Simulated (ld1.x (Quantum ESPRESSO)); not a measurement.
**Transferability test, ultrasoft potential for beryllium (Be)**

beryllium, ultrasoft, made with ld1.x (Quantum ESPRESSO) 7.5 (PBE, scalar-relativistic). Core [He], reference 2s1 2p0 (charge +1). Waves: 2s (bound): rcut 1.50, rcutus 1.85 bohr; 2s channel at 2.75 Ry: rcut 1.50, rcutus 1.85 bohr; 2p (bound, empty): rcut 4.00, rcutus 4.55 bohr; 2p channel at 0.3 Ry: rcut 4.00, rcutus 4.55 bohr; 3d channel at 0.5 Ry: rcut 2.80, rcutus 3.55 bohr. Local part: all-electron potential smoothed inside 1.95 bohr (lloc = -1). Core correction: none. Augmentation charge: PSQ, inside the norm-conserving radii.

Energies are relative to the spin-unpolarised reference configuration 2s1 2p0; without spin polarisation the order of configurations can differ from experiment.

```csv
valence configuration,charge,ΔE all-electron (eV),error AE − PS (meV)
2s2 2p0,0,-9.551,+8.7
2s1.5 2p0,+0.5,-5.790,+4.0
2s1 2p1,0,-5.938,+112
2s0 2p1,+1,3.909,+19
```

What are ΔE and the potential's error for 2s0 2p2?

ΔE = -2.299 eV all-electron; the error (AE − PS) is +208 meV.

Levels in the configuration 2s1 2p1:

| level | all-electron (eV) | pseudo (eV) |
| --- | --- | --- |
| 2s | -6.165 | -6.177 |
| 2p | -2.535 | -2.649 |
